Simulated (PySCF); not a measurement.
Work out the structure from these simulated measurements.

Elements present: C, H, N and Si. Monoisotopic mass: 140.0770 u.

| Quantity | Value |
| --- | --- |
| 13C NMR | chemical shifts (computed TMS as zero) by class: 145.7 (1 C), 136.8 (1 C), 112.6 (1 C), 0.5 (3 C) ppm [GIAO PBE0/pcSseg-1] |
| Rotational structure | rotational constants A, B, C: 2.298, 0.989, 0.897 GHz [GFN2-xTB] |
| NMR, other nuclei | isotropic shieldings of nuclei other than C and H, by class: -86 (1 N), 25 (1 N), 335 (1 Si) ppm [GIAO PBE0/pcSseg-1] |
| Dipole | 2.18 D [PBE0/pcSseg-1] |
| 1H NMR | chemical shifts (computed TMS as zero) by class: 7.80 (1 H), 7.58 (1 H), 6.58 (1 H), 0.42 (9 H) ppm [GIAO PBE0/pcSseg-1] |

Gas-phase values; electronic properties from PySCF, density fitting. Levels stand in brackets. Geometry: GFN2-xTB; no solvent, vibrations or thermal averaging. Each NMR value is the plain mean over a class of atoms that symmetry, rotation or inversion makes alike.

Q: Which formula fits the mass and the elements?

A: C6H12N2Si (calculated 140.0770). No other formula that holds each of these elements comes within 0.0003 u with a fitting electron parity and a possible valence count.

Q: Give a SMILES that accounts for the data.

A: Numbering: `[CH3:1][Si:2]([CH3:3])([CH3:4])[n:5]1[cH:6][cH:7][cH:8][n:9]1`. Its formula, C6H12N2Si, gives 3 degrees of unsaturation: 1 ring and 2 π bonds in the structure found (Kekulé form). 6 carbons fall into 4 classes; from least to most shielded: aromatic CH next to a ring nitrogen [C8] (145.7 ppm), aromatic CH next to a ring nitrogen [C6] (136.8 ppm), aromatic CH carbon [C7] (112.6 ppm), Si-methyl carbon [C1/C3/C4] (0.5 ppm, 3 C, up to 2.8 ppm apart in this geometry). Hydrogen classes from least to most shielded: 1 H on an aromatic CH next to a ring nitrogen, C8 (7.80 ppm), 1 H on an aromatic CH next to a ring nitrogen, C6 (7.58 ppm), 1 H on an aromatic CH carbon, C7 (6.58 ppm), 9 H on 3 Si-methyl carbons, C1/C3/C4 (0.42 ppm, a mean of values up to 1.4 ppm apart in this geometry). The other shieldings belong to: -86 ppm, pyridine-type nitrogen [N9]; 25 ppm, pyrrole-type nitrogen [N5]; 335 ppm, four-coordinate silicon [Si2]. The optimised geometry has point group C1 and is an asymmetric top. Structure: `C[Si](C)(C)n1cccn1`. Computed isomers that give other values at the same levels: `C=CCN([SiH3])C1=C[C@H]1N` (13C chemical shifts (computed TMS as zero) by class: 142.2 (1 C), 138.4 (1 C), 124.5 (1 C), 88.5 (1 C), 58.8 (1 C), 38.3 (1 C) ppm); `C[Si](C)(C)c1cn[nH]c1` (13C chemical shifts (computed TMS as zero) by class: 147.3 (1 C), 134.8 (1 C), 118.6 (1 C), 0.2 (3 C) ppm); `Cc1cnn([SiH](C)C)c1` (13C chemical shifts (computed TMS as zero) by class: 149.0 (1 C), 137.3 (1 C), 121.9 (1 C), 11.1 (1 C), -0.7 (2 C) ppm). The assignments are read from this structure; whether some other isomer fits the data as well wasn't checked.

Conformer computed: `[CH3:1][Si:2]([CH3:3])([CH3:4])[n:5]1[cH:6][cH:7][cH:8][n:9]1`: C1–Si2–N5–C6 45°.
